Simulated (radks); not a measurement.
Values are calculated unless marked as measured or tabulated.
All-electron atom: the niobium ion Nb3+ in [Kr] 4d2.

Code: a radial shooting solver on a logarithmic mesh with Libxc functionals. Model: scalar-relativistic Kohn-Sham, PBE, spin-polarised, spherical densities, point nucleus; open shells are filled with parallel spins first (spin-orbit coupling, left out, can overturn this in heavy ions).

Energy parts (hartree):
total: -3817.97517
kinetic: 3931.24657
electron-nucleus: -9155.14199
Hartree: 1523.75007
exchange-correlation: -117.82982

Orbitals (lengths in bohr, moments of r in powers of bohr; <r^-3> diverges for s and p1/2; r(90%) holds 90 % of the orbital's charge):
| orbital | occ. | eigenvalue (hartree) | <r^-3> | <r^4> | <1/r> | r(90%) |
|---|---|---|---|---|---|---|
| 1s up | 1 | -692.3520 | - | 7.987e-06 | 42.40 | 0.0646 |
| 1s down | 1 | -692.3523 | - | 7.987e-06 | 42.40 | 0.0646 |
| 2s up | 1 | -97.84343 | - | 0.001493 | 9.526 | 0.244 |
| 2s down | 1 | -97.83488 | - | 0.001493 | 9.527 | 0.244 |
| 2p up | 3 | -87.48686 | 2346 | 0.001071 | 9.272 | 0.224 |
| 2p down | 3 | -87.48058 | 2346 | 0.001071 | 9.272 | 0.224 |
| 3s up | 1 | -17.28396 | - | 0.07868 | 3.253 | 0.655 |
| 3s down | 1 | -17.27951 | - | 0.07863 | 3.253 | 0.655 |
| 3p up | 3 | -13.89913 | 384.1 | 0.08772 | 3.091 | 0.674 |
| 3p down | 3 | -13.89414 | 384.0 | 0.08762 | 3.091 | 0.674 |
| 3d up | 5 | -8.36887 | 50.54 | 0.1001 | 2.855 | 0.694 |
| 3d down | 5 | -8.36097 | 50.53 | 0.09974 | 2.855 | 0.694 |
| 4s up | 1 | -3.29051 | - | 3.347 | 1.180 | 1.67 |
| 4s down | 1 | -3.23897 | - | 3.294 | 1.187 | 1.66 |
| 4p up | 3 | -2.40002 | 53.99 | 5.348 | 1.048 | 1.88 |
| 4p down | 3 | -2.34212 | 54.93 | 5.285 | 1.055 | 1.87 |
| 4d up | 2 | -1.15179 | 4.177 | 20.11 | 0.7662 | 2.63 |
| 4d down | 0 | -1.08783 | 4.210 | 20.59 | 0.7665 | 2.65 |

The highest occupied level is 4d up at -31.342 eV. Summed over all electrons, <r^2> = 25.18 bohr^2, which gives a Langevin (diamagnetic) susceptibility term of -19.9 x 10^-6 cm^3/mol. Spin moment in Bohr magnetons: 2. For comparison, the ionisation energy in NIST's Atomic Spectra Database is 37.61 eV (measured). In exact Kohn-Sham theory the highest level is minus the ionisation energy, but local and semilocal functionals leave it too shallow, through self-interaction and a potential that decays too fast; potentials with the right tail come closer.
